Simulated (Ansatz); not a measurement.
Two isomers of CH9AlOSi2: A = `[CH3][AlH][O][SiH2][SiH3]`, B = `C[SiH]([AlH2])O[SiH3]`.

Gas-phase electronic energies from Ansatz, PBE0-D4/def2-TZVP geometries. CCSD(T)/CBS is the MP2 limit (def2-TZVPP, def2-QZVPP) plus CCSD(T) − MP2 in def2-TZVPP, frozen cores. Functionals use def2-TZVPP. B3LYP here is the variant with VWN-RPA as its local correlation; programs differ in this. Each species was taken in one conformer, which may not be the lowest.

Q: Which isomer does CCSD(T)/CBS put lower? Give the gap. (An estimate is asked.)

A: Ansatz gave: A, by 16.8 kcal/mol.

Q: Give E(B) − E(A) in kcal/mol with r2SCAN-D4, CCSD(T)/def2-TZVPP, ωB97M-V, PBE0-D4, B2PLYP, MP2/def2-TZVPP, B3LYP-D4. (Estimate.)

A: The calculation gave: r2SCAN-D4 18.5, CCSD(T)/def2-TZVPP 16.8, ωB97M-V 17.2, PBE0-D4 16.9, B2PLYP 17.2, MP2/def2-TZVPP 17.2, B3LYP-D4 17.3. None reverses the order clearly.

Largest T1 diagnostic: 0.012.

In def2-TZVPP, CCSD(T) changes the Hartree–Fock value by +3.2 kcal/mol (the triples alone add +0.4 kcal/mol) and MP2 by +3.6 kcal/mol. From PBE to PBE0 (25 % exact exchange), in def2-TZVPP and without D4, E(B) − E(A) moves by −0.9 kcal/mol.
